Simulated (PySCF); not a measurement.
Atom-mapped SMILES (the numbers label the heavy atoms): `[CH2:1]=[N:2][SiH2:3][SiH2:4][CH3:5]`. Hydrogens are named by the atom that carries them. Ha(C1) is cis to Si3; Hb(C1) is trans to Si3.

Geometry: PBE0-D3(BJ)/def2-SVP; GIAO absolute shieldings from PySCF, gas phase, non-relativistic, averaged over equivalent atoms.

At OPBE/pcSseg-1 (144 basis functions, 19 s wall time on 1 thread of an Arm Neoverse V1, shared host):
```
 atoms  σ (ppm)
    C1     17.8
    C5    194.5
    N2   -124.4
   Si3    395.8
   Si4    426.8
Ha(C1)    22.47
Hb(C1)    22.58
H(Si3)    26.13
H(Si4)    27.34
 H(C5)    30.76
```

Task: Estimate the result of repeating the calculation with PBE0/IGLO-III.

Result: 
```tsv
atoms	σ at PBE0/IGLO-III	change
C1	5.8	-12.0
C5	194.2	-0.3
N2	-156.3	-31.9
Si3	382.5	-13.3
Si4	415.6	-11.2
Ha(C1)	22.55	+0.08
Hb(C1)	22.67	+0.09
H(Si3)	26.10	-0.03
H(Si4)	27.35	+0.01
H(C5)	31.00	+0.24
```

The largest change is at N2 (imine nitrogen). Cost: 283 basis functions, 41 s wall time on 1 thread of an Arm Neoverse V1, shared host.
